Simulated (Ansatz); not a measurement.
The first iterations of a band of ClH4OSbSi (8 atoms, charge 0, multiplicity 1).

Method: RKS CAM-B3LYP/def2-SVP in Ansatz 0.2.0.

```json
{
  "movable images": "4",
  "climbing image": "no",
  "spring": "5.0 eV/Å²",
  "optimiser": "quadratic models (default)",
  "start path": "IDPP",
  "force threshold": "0.03 eV/Å",
  "iteration limit": "60",
  "end points": "relaxed"
}
```

Initial state:

```xyz
8
Properties=species:S:1:pos:R:3
O -1.529 1.313 -0.379
Sb 0.446 1.438 -0.060
Si 0.620 -1.132 0.083
Cl 0.786 -1.896 -1.844
H -1.784 1.946 -1.062
H 0.322 1.529 1.652
H 1.828 -1.549 0.845
H -0.597 -1.705 0.710
```

Final state:

```xyz
8
Properties=species:S:1:pos:R:3
O -1.137 1.345 1.073
Sb -0.022 1.383 -0.598
Si 0.274 -1.168 -0.355
Cl 1.715 -1.837 -1.701
H -1.894 1.936 0.974
H 1.467 1.668 0.206
H 0.699 -1.537 1.019
H -1.009 -1.847 -0.673
```

| iteration | highest image above the first end (eV) | largest band force component (eV/Å) |
| --- | --- | --- |
| 1 | 0.138 | 1.060 |
| 2 | 0.215 | 1.188 |

**Question.** Does the band converge within its limit, and where does its top end?

**Answer.** The forces met the threshold. It ended after 5 iterations with the highest image 0.033 eV above the first end. No image climbed, so the highest image needn't sit at the top of the path.

Run time: 73 s on 2 threads of Arm Neoverse V1 (shared host), peak memory 0.27 GiB.
